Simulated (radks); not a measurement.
These are the eigenvalues of the occupied orbitals of an atom or ion with whole-number occupations (Ry). Calculated with a radial shooting solver on a logarithmic mesh with Libxc functionals: Dirac Kohn-Sham, exchange-only PBE, spin-unpolarised, spherical densities, finite nucleus; Fermi nuclear charge, rms radius of each element as measured or else 0.836 A^(1/3) + 0.57 fm.

orbital  eigenvalue
1s1/2     -4932.882
2s1/2     -958.9530
2p1/2     -922.8996
2p3/2     -834.9842
3s1/2     -320.1717
3p1/2     -304.4451
3p3/2     -284.8677
3d3/2     -258.7656
3d5/2     -254.4317
4s1/2     -153.4600
4p1/2     -146.7713

Which element is it, and in what charge state? The configuration may be excited. Open shells, if any, fill j = l - 1/2 first.

Answer. Z = 72, hafnium, charge +41: Hf41+ in [Ar] 3d10 4s2 4p1. The list shows which subshells hold electrons but not how many an open one holds; the 1s level, -2466.4 hartree, gives Z - s = 70.2 by -(Z - s)^2/2, which with screening and relativity narrows Z to a few neighbours, and the depths of the outer levels then fix element, charge and occupations together.
